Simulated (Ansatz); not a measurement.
Born–Oppenheimer molecular dynamics of F4H2OW (8 atoms, charge 0, multiplicity 1). It starts from a relaxed structure.

Method: Ansatz, RKS PBE0-D4/def2-SVP.

```json
{
 "ensemble": "NVE (velocity Verlet)",
 "time step": "0.5 fs",
 "steps asked": "150",
 "starting velocities drawn for": "300 K",
 "masses": "H 3.016 u",
 "seed": "765594"
}
```

First frame:

```xyz
8
Properties=species:S:1:pos:R:3
W -0.182 -0.098 0.021
O -0.394 -0.160 1.863
H -0.373 0.571 2.494
H 1.472 -0.374 -0.230
F 0.277 1.663 0.455
F -1.880 -0.541 -0.619
F 0.025 -1.942 0.073
F 0.015 0.600 -1.689
```

Problem. How far do the bonds stretch over the last three quarters of this one trajectory? (Pairs bonded in most of those frames.)

Solution. 
```csv
bond,mean (Å),spread (Å),shortest,longest
W1–O2,1.850,0.015,1.83,1.88
W1–H4,1.694,0.014,1.67,1.72
W1–F5,1.874,0.015,1.85,1.90
W1–F6,1.874,0.001,1.87,1.88
W1–F7,1.858,0.018,1.83,1.88
W1–F8,1.859,0.020,1.83,1.89
O2–H3,0.970,0.033,0.92,1.02
```

Mean temperature of the second half: 168 K. The conserved energy stayed within 0.11 meV per atom of its start (net change 0.06 meV per atom), so the integration is sound. Over the second half the temperature averaged 0.56 of the 300 K drawn at the start: a run that starts near a minimum puts about half its kinetic energy into the potential. A run of 0.075 ps of so small a system gives no equilibrium averages.

The run took 12 min on 2 threads of Intel(R) Xeon(R) Platinum 8259CL CPU @ 2.50GHz (Skylake/Cascade Lake) (shared host), peak memory 0.31 GiB.
